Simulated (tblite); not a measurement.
Level: GFN2-xTB in tblite, geometry and Hessian alike; calculated harmonic values, unscaled, isolated species. This tight-binding method is rough: wavenumbers can miss measured ones by several per cent, in bad cases by 10 to 20. One conformer each. Thermal functions are those of the rigid rotor and harmonic oscillator, without mixing of conformers.

Question: Order these by their zero-point energy, highest first (kcal/mol).
A. `C=CC1=C(C)C=C[P@]1(=O)C=C`
B. `C=CP(/C=C/C)C(C)C`
C. `CC(C)(C)P1CC=CC1`
D. `CC[C@@H](C)P1C=CCC1`
E. `C[C@@H]1CCP(C2CC2)C1`

Answer: E (131.8), D (130.9), C (130.1), B (127.8), A (106.3).

| SMILES | atoms | mass (u) | symmetry number | modes under 300 cm⁻¹ | ZPE (kcal/mol) | S translation (cal/(mol K)) | S rotation | S vibration | S | Cp |
| --- | --- | --- | --- | --- | --- | --- | --- | --- | --- | --- |
| C[C@@H]1CCP(C2CC2)C1 | 24 | 142.09 | 1 | 8 | 131.8 | 40.8 | 29.6 | 29.1 | 99.5 | 40.8 |
| CC[C@@H](C)P1C=CCC1 | 24 | 142.09 | 1 | 9 | 130.9 | 40.8 | 29.6 | 32.7 | 103.2 | 42.7 |
| CC(C)(C)P1CC=CC1 | 24 | 142.09 | 1 | 9 | 130.1 | 40.8 | 29.2 | 29.5 | 99.5 | 44.1 |
| C=CP(/C=C/C)C(C)C | 24 | 142.09 | 1 | 12 | 127.8 | 40.8 | 30.2 | 43.2 | 114.2 | 47.5 |
| C=CC1=C(C)C=C[P@]1(=O)C=C | 22 | 166.05 | 1 | 10 | 106.3 | 41.3 | 30.3 | 38.6 | 110.1 | 47.7 |

Entropies and Cp are for 298.15 K and 1 bar.
